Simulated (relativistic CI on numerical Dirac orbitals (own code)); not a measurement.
# Ta⁵⁺: 5p photoemission

Computed with this model: Dirac-Coulomb-Breit CI, separate exchange-only KLI orbitals for each configuration, model QED (radiative potential, 1s self-energy scaled to tabulated hydrogen-like ionisation energies), valence Slater integrals scaled by 0.8, multiplet model of photoemission in the sudden approximation; configurations [Xe] 4f14 → [Kr] 4d10 4f14 5s2 5p5; 300 K; Lorentzian 1.05 eV and Gaussian 0.6 eV FWHM. Energies are those of the free ion, without screening or charge transfer. The energies are binding energies and can lie tens of eV above those of solids. S is read from ⟨S²⟩ = S(S + 1).

free ion: ground-state S = 0.00, centroid 102.58 eV. Peaks (eV, height): 99.4 (100), 109.0 (50).

Strongest unbroadened transitions for free ion:

| Energy (eV) | Relative strength |
| --- | --- |
| 99.37 | 100.0 |
| 108.98 | 50.0 |
